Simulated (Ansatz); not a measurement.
```yaml
crystal:
  periodic: [false, false, false]
  atoms:
    - {symbol: C, position_ang: [-0.687182, 0.976726, -0.025467]}
    - {symbol: Ga, position_ang: [0.392341, 0.239099, -0.203934]}
    - {symbol: C, position_ang: [0.429389, -0.891475, 0.337903]}
    - {symbol: Cl, position_ang: [-0.017303, -1.551583, -0.605095]}
    - {symbol: H, position_ang: [-0.831785, 1.425885, -0.625809]}
    - {symbol: H, position_ang: [-0.520968, 1.223920, 0.504477]}
    - {symbol: H, position_ang: [-1.104335, 0.446717, 0.095644]}
    - {symbol: H, position_ang: [1.321140, 0.468122, -0.808241]}
    - {symbol: H, position_ang: [1.009153, -1.179040, 0.370042]}
    - {symbol: H, position_ang: [0.031150, -1.205514, 0.917675]}
basis:
  gaussian: {orbitals: def2-mTZVPP}
magnetization: {spin_polarized: true, initial_magnetization: 2}
hamiltonian: {xc: {name: PBE0}, dispersion: d4}
scf: {lower_state_search: off}
output: {forces: true}
```

```sh
$ ansatz run in.yaml --threads 4 --pin off --events-out ev --progress --plain --max-ram 10444MiB
```

Shortened log:

```
Functional definition: PBE0
1198 factors; integrals over basis functions are off by at most 5.3e-4 eV
mean field evaluation 1: about -66951.8832 eV, gradient 9.1e1 eV
mean field evaluation 2: about -66926.3022 eV, gradient 1.1e2 eV
mean field evaluation 4: about -66978.9413 eV, gradient 1.8e1 eV
mean field evaluation 8: about -66979.7544 eV, gradient 4.2e-1 eV
mean field evaluation 16: about -66980.0066 eV, gradient 2.1e-2 eV
mean field evaluation 32: about -66980.0067 eV, gradient 9.7e-6 eV
mean field -66980.00665766 eV, -2461.4698439897 hartree, gradient 9.7e-6 eV, S^2 2.003945; 0 other end points of the search recorded, 0 dependent functions left out
reference -66980.00668987 eV, -2461.4698451736 hartree; 34, 32 occupied and 97, 99 virtual orbitals, 1198 factors
Total energy: -66980.22243039 eV, -2461.4777734916 hartree
Atom 0 at    -0.687182     0.976726    -0.025467 Å, force   -23.313046    10.013186   -47.052739 eV/Å
Atom 1 at     0.392341     0.239099    -0.203934 Å, force    30.186054    35.671613   -21.905021 eV/Å
Atom 2 at     0.429389    -0.891475     0.337903 Å, force   -24.010192     1.879009    33.185012 eV/Å
Atom 3 at    -0.017303    -1.551583    -0.605095 Å, force   -21.793638   -36.992387   -41.989304 eV/Å
Atom 4 at    -0.831785     1.425885    -0.625809 Å, force    -6.361777    18.044269   -22.767971 eV/Å
Atom 5 at    -0.520968     1.223920     0.504477 Å, force    19.314155    36.012996    70.446612 eV/Å
Atom 6 at    -1.104335     0.446717     0.095644 Å, force   -33.919522   -35.674069     8.503929 eV/Å
Atom 7 at     1.321140     0.468122    -0.808241 Å, force    15.331002     3.293366    -9.718615 eV/Å
Atom 8 at     1.009153    -1.179040     0.370042 Å, force    58.920880   -23.968658     6.682173 eV/Å
Atom 9 at     0.031150    -1.205514     0.917675 Å, force   -14.353915    -8.279324    24.615923 eV/Å
Dipole moment:    -0.531995    -0.738328     0.015759 e Å
Checks for a lower state left out: stability, starts, cluster_reference, orbital_swaps, neighbouring_geometries, increment
```

In this input the geometry is squeezed to about two thirds of its size. Self-consistency was reached. The result belongs to that input, not to the molecule as meant.
